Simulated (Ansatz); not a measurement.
Basis-set extrapolation for C2H6AlFO (PBE0-D4/def2-TZVP geometry, frozen core, the Gaussian-basis code of Ansatz). Multiplicity 1, RHF reference.

```
                      def2-TZVPP   def2-QZVPP
                 HF  -495.608245  -495.627998
    MP2 correlation    -0.917788    -0.990516
CCSD(T) correlation    -0.984984      not run
```

Energies in hartree. Use E(X) = E(∞) + A·exp(−7.88·√X) for Hartree–Fock and E(X) = E(∞) + B·X^(−2.97) for correlation, with X = 3 and 4, and add CCSD(T) minus MP2 of the smaller set to the MP2 limit.

What is the CCSD(T) energy at the basis-set limit?

HF limit: -495.627998 + (-0.019753) × 0.13774 = -495.63072. MP2 limit: -0.990516 + (-0.072728) × 0.74074 = -1.04439. Higher-order term: -0.984984 − (-0.917788) = -0.06720. Total: -496.74231 hartree, 391.4 kJ/mol below CCSD(T)/def2-TZVPP.
